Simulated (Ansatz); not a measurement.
`[Cl][GaH2]` + `[AsH3]` → `[GaH2][AsH2]` + HCl at 298.15 K and 1 bar (ligand exchange at a Ga–Cl bond).

Calculated with Ansatz (gas phase, PBE0-D4/def2-TZVP geometries, no zero-point term in ΔE). CCSD(T)/CBS is the MP2 limit (def2-TZVPP, def2-QZVPP) plus CCSD(T) − MP2 in def2-TZVPP, frozen cores. This one scheme is used for every species. For As, Ga outer-core shells are correlated without core-valence functions, which leaves a few kJ/mol of doubt a bond. Scalar relativity is left out up to krypton.

```
       species  CCSD(T)/CBS energy (Eh)  H − E (kJ/mol)  S (J/(mol·K))
  `[Cl][GaH2]`              -2384.95520            49.7          264.5
      `[AsH3]`              -2236.79077            67.8          222.9
`[GaH2][AsH2]`              -4161.33979            90.7          303.5
           HCl               -460.38127            26.6          186.8
```

H − E and S are ideal-gas, rigid-rotor, harmonic terms from PBE0-D4/def2-TZVP. 1 Eh = 2625.50 kJ/mol, R = 8.31446 J/(mol·K).

By hand: ΔE, ΔH, ΔS and ΔG.

ΔE = (-4161.33979) + (-460.38127) − (-2384.95520) − (-2236.79077) = 0.02491 Eh = 65.4 kJ/mol. Δ(H − E) = 90.7 + 26.6 − 49.7 − 67.8 = -0.2, so ΔH = 65.2 kJ/mol. ΔS = 303.5 + 186.8 − 264.5 − 222.9 = 2.9 J/(mol·K). ΔG = 65.2 − 298.15 × (2.9)/1000 = 64.3 kJ/mol.

By hand: the equilibrium constant, and the temperature at which ΔG would vanish if ΔH and ΔS stayed fixed.

log₁₀ K = −ΔG/(RT ln 10) = -11.3. ΔG = 0 at ΔH/ΔS = 22483 K, far beyond where these terms or the molecules hold.

The number of gas molecules stays the same, so ΔS is small and ΔH decides. A doubt of 5 kJ/mol in ΔE shifts log₁₀ K by 0.9 here. These are equilibria of isolated gas molecules and say nothing of rates. Largest T1 diagnostic: 0.012 (customary marks: 0.02 for closed shells, 0.045 for open ones).
